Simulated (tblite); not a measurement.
Species: C7H4F2N (doublet state).
Cartesian coordinates in Å at the GFN2-xTB level; atoms count from 1:
```
atom  x, y, z in Å
C1     0.3120    1.7992   -0.3300
C2     0.1099    0.6338    0.5523
C3     0.7433   -0.5952   -0.1021
C4     2.1070   -0.6671   -0.3941
N5     3.2330   -0.7167   -0.6131
C6    -0.2109   -1.5189   -0.3650
C7    -1.4780   -1.0316    0.1098
F8    -2.6065   -1.7334    0.0071
C9    -1.3205    0.1928    0.6486
F10   -2.2468    0.9759    1.1926
H11   -0.3117    1.9247   -1.1928
H12    1.1955    2.3969   -0.2301
H13    0.5492    0.8099    1.5402
H14   -0.0762   -2.4707   -0.8454
```

Method: GFN2-xTB as coded in tblite; computed harmonic values from a numerical Hessian at the method's own geometry, unscaled. Errors from tens to a few hundred cm⁻¹ against measured bands are possible. One conformer, not necessarily the lowest. Open shells enter through the occupations alone, without spin polarisation, and single modes of such species can be off by tens of per cent.

Harmonic wavenumbers (cm⁻¹): 63.4, 105.4, 132.2, 156.8, 178.6, 246.3, 256.2, 341.3, 404.2, 461.2, 499.0, 527.5, 539.4, 562.3, 614.7, 621.0, 771.0, 824.9, 869.6, 955.1, 1065.0, 1098.6, 1114.1, 1140.1, 1179.8, 1201.1, 1278.1, 1338.7, 1379.1, 1552.5, 1673.7, 2350.5, 2921.5, 3144.7, 3147.1, 3194.6.

A = 2387, B = 994.5, C = 738.9 MHz; mass 140.031 u (most abundant isotopes); point group C1, symmetry number 1; spin multiplicity 2.

What is the zero-point energy?

½Σν̃ = 18955 cm⁻¹ = 226.75 kJ/mol.

Entropy at 400 K, 1 bar (ideal gas, RRHO, classical rotation)?

Translation 176.60, rotation 127.49, vibration 149.21, spin (R ln 2) 5.76: S = 459.1 J/(mol K).

And Cp and H(400 K) − H(0)?

Cp = 183.84 J/(mol K), of which vibrations give 150.59 (their classical limit is 36 R = 299.3); H(400 K) − H(0) = 45.16 kJ/mol without the zero-point energy, 31.86 from vibrations.

Which modes carry the vibrational entropy at 400 K?

63.4 cm⁻¹: 20.62; 105.4 cm⁻¹: 16.43; 132.2 cm⁻¹: 14.57; 156.8 cm⁻¹: 13.19; 178.6 cm⁻¹: 12.14; 246.3 cm⁻¹: 9.59 J/(mol K); the other 30 give 62.68 together.

How do the functions run with temperature in this model?

| T (K) | S (J/(mol K)) | Cp (J/(mol K)) | H − H(0) (kJ/mol) | G − H(0) (kJ/mol) | ln q(vib) |
| --- | --- | --- | --- | --- | --- |
| 100 | 291.3 | 74.7 | 5.10 | -24.03 | 1.18 |
| 200 | 356.2 | 116.6 | 14.70 | -56.54 | 3.51 |
| 300 | 410.6 | 153.3 | 28.25 | -94.94 | 5.95 |
| 500 | 502.8 | 208.1 | 64.81 | -186.60 | 10.73 |
| 800 | 611.8 | 254.4 | 134.94 | -354.53 | 17.26 |
| 1000 | 670.7 | 272.8 | 187.77 | -482.93 | 21.15 |

q(vib) and H(0) count from the zero-point level.

Blend soft modes into free rotors: weight 1/[1 + (100 cm⁻¹/ν̃)⁴] for the oscillator and the rest for a rotor with moment μB/(μ + B), μ = h/(8π²ν), B = 10⁻⁴⁴ kg m². What vibrational entropy results?

141.87 J/(mol K) in place of 149.21, which changes −T·S at 400 K by +2.94 kJ/mol.

What must be added to the electronic energy to get the Gibbs energy at 400 K and 1 bar?

ZPE + [H(400 K) − H(0)] − T·S = 226.75 + 45.16 − 183.63 = 88.28 kJ/mol.

Hindered rotation and anharmonicity are outside this model. Other conformers, if any are populated, would add a mixing term that is left out. The structure is chiral; the term R ln 2 for an equal mix with its mirror image is left out.

On one thread, Arm Neoverse V2 (aarch64), shared host with 32 logical CPUs at a one-minute load of 16, this took 0.36 s wall. The figure is for the frequency step alone.
